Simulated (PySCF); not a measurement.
## First-order multiplets

Atom-mapped SMILES (the numbers label the heavy atoms): `[CH3:1][CH2:2][c:3]1[cH:4][cH:5][cH:6][n:7][cH:8]1`. Each H is labelled by its parent atom.

PySCF calculation with PBE0-D3(BJ)/def2-SVP structure, J: B3LYP/pcJ-1 (spin–dipole term only in couplings to heteroatoms) and shieldings: GIAO PBE0/pcSseg-1; no relativistic terms, no solvent model, one computed conformer, rapidly exchanging positions averaged.

Chemical shifts δ = σref − σ; ¹H against TMS, all at this level.

Spectrometer: 500 MHz for ¹H. First-order analysis; couplings under 1 Hz (under 4 Hz in carbon signals) are ignored, and nearly equal couplings are merged; the smaller ones broaden or split the lines further.

Q: What pattern does H(C2) show (¹H)?

A: A quartet at δ 2.45: 8.6 Hz to H(C1) (3 × ¹H, 3 bonds away). Lines in Hz from the centre (relative intensity): +12.9 (1), +4.3 (3), -4.3 (3), -12.9 (1). The outer lines are 25.8 Hz apart, the sum of the couplings kept, or 0.052 ppm at this field.

Q: What pattern does H(C8) show (¹H)?

A: A doublet at δ 8.64: 2.3 Hz to H(C4) (1 × ¹H, 4 bonds away). Lines in Hz from the centre (relative intensity): +1.1 (1), -1.1 (1). The outer lines are 2.3 Hz apart, the sum of the couplings kept, or 0.005 ppm at this field.

Q: What pattern does H(C4) show (¹H)?

A: A doublet of doublets of doublets at δ 7.50: 8.5 Hz to H(C5) (1 × ¹H, 3 bonds away), 2.3 Hz to H(C8) (1 × ¹H, 4 bonds away), 1.5 Hz to H(C6) (1 × ¹H, 4 bonds away). Lines in Hz from the centre (relative intensity): +6.2 (1), +4.7 (1), +3.9 (1), +2.4 (1), -2.4 (1), -3.9 (1), -4.7 (1), -6.2 (1). The outer lines are 12.3 Hz apart, the sum of the couplings kept, or 0.025 ppm at this field.

Q: What pattern does H(C5) show (¹H)?

A: A doublet of doublets at δ 7.18: 8.5 Hz to H(C4) (1 × ¹H, 3 bonds away), 5.3 Hz to H(C6) (1 × ¹H, 3 bonds away). Lines in Hz from the centre (relative intensity): +6.9 (1), +1.6 (1), -1.6 (1), -6.9 (1). The outer lines are 13.8 Hz apart, the sum of the couplings kept, or 0.028 ppm at this field.

Unscaled 3J(H,H) at this level run about 10 % above measured values.
